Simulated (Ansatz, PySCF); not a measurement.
Caution: the highest occupied level lies above zero, so the state may not be bound. Caution: the restricted solution is unstable towards spin-unrestricted or complex orbitals, so a lower solution exists and this singlet may not be the ground state. This singlet lies 0.70 eV below the relaxed triplet at the level frozen-core CCSD(T)/aug-cc-pVTZ // PBE-D3(BJ)/def2-SVPD (Ansatz, a first-principles code).

Cartesian coordinates (Å):
```xyz
3

B     -0.0921     0.5595     0.0000
F      1.0973    -0.2110     0.0000
H     -1.0052    -0.3485     0.0000
```
Charge -1, spin multiplicity 1.

Problem. What total energy and HOMO does PySCF with PBE-D3(BJ)/def2-TZVPD // PBE-D3(BJ)/def2-SVPD give?

Solution. 
| Quantity | Result |
|---|---|
| total energy | -3406.12 eV |
| HOMO | 2.22 eV |
